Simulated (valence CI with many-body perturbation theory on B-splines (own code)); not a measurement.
Sensitivity of CI+MBPT for Cs²³⁺

Calculated by valence CI with perturbative core correlation (CI+MBPT): four valence electrons over a frozen Dirac-Fock core [Ar] 3d10, radial functions for each j: 6 s, 6 p, 5 d, 3 f, 1 g, with the one-electron correlation potential Σ1, the two-electron term Σ2, the three-electron term Σ3, Breit, model QED; selected CI, second order for the rest, scaled by the run's own slope (own B-spline code, finite nucleus).

No measured spectrum was set against this ion. As an estimate, levels hold to about 250 cm⁻¹ or 0.2 % of their energy and the worst to 1 %, as in measured heavy ions of charge 2 to 7; those with d or f electrons hold less well.

The reference run has the lowest level (4s^2 4p1/2^2) J=0 and an ionisation energy of 754.627 eV. Its largest variational space holds 10000 state functions.

Levels are named by their leading jj configuration (3d3/2^4 stands for four electrons in 3d with j = 3/2), which in mixed levels can hold well under half, so a name can repeat and another be missing. Letters in brackets count levels of one name in rising energy.

Changed runs:
A. scale of Σ2 1 → 0.5
B. selection threshold (hartree) 2e-08 → 1e-06; highest l with Σ1, explicit Σ2 and valence Breit (higher l get mean screening factors) 3 → 0
C. orbitals per symmetry with explicit Σ2 and valence Breit (the others get mean screening factors) 5 → 3
D. factor on the speed of light 1 → 0.9 (bad on purpose)

Excitation energies of the reference run in cm⁻¹, and shifts in cm⁻¹:

```csv
Level,Reference,A,B,C,D
(4s^2 4p1/2 4p3/2) J=1,127801,-377,-1220,+4.7,+39168
(4s^2 4p1/2 4p3/2) J=2,148507,-206,-781,+8.7,+39591
(4s^2 4p3/2^2) J=2,292133,-473,-1795,+16,+79008
(4s^2 4p3/2^2) J=0,340907,-1.1,-847,+28,+78744
(4s 4p1/2^2 4p3/2) J=2,537502,-1561,-2708,-9.3,+52721
(4s 4p1/2^2 4p3/2) J=1,612500,-11,+360,+5.5,+51987
(4s 4p1/2 4p3/2^2) J=2 [a],664543,-1497,-2908,-1.9,+82912
(4s 4p1/2 4p3/2^2) J=3,700717,-1192,-2178,+2.0,+86177
(4s 4p1/2 4p3/2^2) J=0,743629,-517,-1086,+17,+86822
(4s 4p1/2 4p3/2^2) J=1 [a],760222,-19,-69,+15,+89164
(4s 4p1/2 4p3/2^2) J=2 [b],763501,-25,+63,+5.3,+78261
(4s 4p1/2 4p3/2^2) J=1 [b],807209,+3259,+6825,+28,+82576
Ionisation energy (eV),754.627,+0.007,+3.438,+0.010,+5.459
```
